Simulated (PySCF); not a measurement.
# Structure from 2D NMR

Compound of formula C$_{3}$H$_{8}$BF$_{3}$S$_{2}$. Correlations simulated from computed shifts and the bond graph:

HSQC (one-bond C–H):
```tsv
δH	δC
2.09	25.5
```

HMBC (two and three bonds, from the bond graph):
```tsv
δH	δC
3.03	140.7, 25.5
2.09	25.5
```

Carbons without hydrogens: δ 140.7.

- PBE0-D3(BJ)/def2-SVP structure
- shielding tensors at PBE0/pcSseg-1 (GIAO)
- code: PySCF 2.14.0 with density-fitted response routines
- rapidly exchanging positions averaged, isolated molecule, non-relativistic, one computed conformer

Scale: ¹H (31.27 ppm), ¹³C (184.41 ppm) against TMS (reference shieldings calculated alike).

Exchangeable hydrogens are left out of these lists.

**Question.** Assemble the structure.

**Answer.** `S([BH2-][S+](C)C)C(F)(F)F`.

Atoms are numbered as in `[CH3:1][S+:2]([CH3:3])[BH2-:4][S:5][C:6]([F:7])([F:8])[F:9]` (H(Xn): hydrogen on atom n).

δC 140.7 is C6, a CF3 carbon. δC 25.5 is C1/C3, a methyl carbon bonded to S (δH 2.09). HMBC from δH 3.03 reaches the proton-free carbon C6.

This is the structure that produced the data.

Hydrogens on boron are broadened and split by ¹¹B (spin 3/2, 80 %) and 10B (spin 3). Shifts are as computed. Against solution values, carbons near 30 ppm lie about +2 ppm off and those near 130 ppm about +5 ppm. Of 1211 compounds with measured shifts, 218 miss one by over three times the rms of a fit or turn the order of signals round; such compounds aren't used in these exercises.
